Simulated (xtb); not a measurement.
C12H30O7Si2, SMILES O([Si](OCC)(OCC)OCC)[Si](OCC)(OCC)OCC. All values are semi-empirical tight-binding results from xtb (GFN2-xTB unless named), good for trends rather than for accurate numbers. Geometry: GFN2-xTB. The values are those of a single conformer.

Optimised geometry:

```xyz
51

C      2.4683    -2.7420    -0.4142
C      2.1459    -2.2419    -1.8146
O      2.1011    -0.8312    -1.8891
Si     1.0666     0.1936    -1.1662
O      1.8632     1.2239    -0.2000
C      2.5388     0.9130     1.0010
C      3.1123     2.1905     1.5948
O      0.2598     1.1110    -2.2226
C      0.8293     1.9366    -3.2122
C     -0.2805     2.5561    -4.0469
O     -0.0792    -0.6687    -0.4241
Si    -1.0030    -0.6749     0.9024
O     -2.5483    -0.9053     0.4481
C     -3.0818    -0.9401    -0.8603
C     -3.0827     0.4308    -1.5207
O     -0.8756     0.6489     1.8309
C     -1.1243     1.9873     1.4538
C     -0.8918     2.8931     2.6536
O     -0.3910    -1.8876     1.7771
C     -0.7916    -2.2698     3.0715
C     -2.1913    -2.8622     3.0842
H      2.5448    -3.8262    -0.4201
H      1.6791    -2.4413     0.2697
H      3.4122    -2.3219    -0.0751
H      2.9219    -2.5493    -2.5241
H      1.1828    -2.6505    -2.1357
H      1.8314     0.4437     1.6936
H      3.3405     0.1968     0.7898
H      3.8222     2.6358     0.9026
H      2.3149     2.9055     1.7772
H      3.6172     1.9695     2.5315
H      1.4284     2.7132    -2.7259
H      1.4958     1.3347    -3.8383
H     -0.9330     3.1508    -3.4136
H     -0.8721     1.7736    -4.5138
H      0.1461     3.1913    -4.8183
H     -4.1038    -1.3198    -0.7524
H     -2.4998    -1.6380    -1.4693
H     -2.0590     0.7722    -1.6489
H     -3.6237     1.1436    -0.9029
H     -3.5642     0.3691    -2.4933
H     -0.4546     2.2523     0.6286
H     -2.1577     2.0780     1.1016
H     -1.0532     3.9302     2.3719
H      0.1254     2.7743     3.0166
H     -1.5760     2.6306     3.4564
H     -0.7501    -1.3963     3.7296
H     -0.0572    -3.0083     3.4100
H     -2.2309    -3.7333     2.4360
H     -2.8942    -2.1239     2.7109
H     -2.4656    -3.1528     4.0949
```
Charge 0, spin multiplicity 1.

**Question.** Estimate the properties. (An estimate is asked for; the answer gives what the named calculation found.)

**Answer.** 
The orbital gap is 7.91 eV and the dipole moment is 0.74 D. The zero-point energy comes out as 266.2 kcal/mol and the G − E(el) at 298.15 K (modified RRHO) is 227.0 kcal/mol. The static polarisability (D4 model) is 232.7 bohr³ and the solvation energy, GFN2-xTB/ALPB(water) is -6.9 kcal/mol. The solvation energy, GFN2-xTB/ALPB(acetone) is -19.1 kcal/mol.

Computed atomic charges and the Wiberg bond orders between heavy atoms:
charges (e) C1 -0.13, C2 0.08, O3 -0.36, Si4 0.74, O5 -0.36, C6 0.08, C7 -0.12, O8 -0.37, C9 0.08, C10 -0.12, O11 -0.46, Si12 0.75, O13 -0.36, C14 0.08, C15 -0.13, O16 -0.37, C17 0.08, C18 -0.12, O19 -0.37, C20 0.08, C21 -0.13, H22 0.05, H23 0.06, H24 0.05, H25 0.05, H26 0.04, H27 0.04, H28 0.03, H29 0.06, H30 0.06, H31 0.05, H32 0.03, H33 0.03, H34 0.06, H35 0.06, H36 0.05, H37 0.05, H38 0.04, H39 0.06, H40 0.05, H41 0.05, H42 0.04, H43 0.03, H44 0.05, H45 0.06, H46 0.05, H47 0.03, H48 0.05, H49 0.05, H50 0.06, H51 0.05. Bond orders C1–C2 1.02, C2–O3 0.96, O3–Si4 1.11, Si4–O5 1.11, O5–C6 0.97, C6–C7 1.02, Si4–O8 1.09, O8–C9 0.97, C9–C10 1.02, Si4–O11 1.02, O11–Si12 1.01, Si12–O13 1.11, O13–C14 0.96, C14–C15 1.02, Si12–O16 1.11, O16–C17 0.96, C17–C18 1.02, Si12–O19 1.10, O19–C20 0.97, C20–C21 1.02.
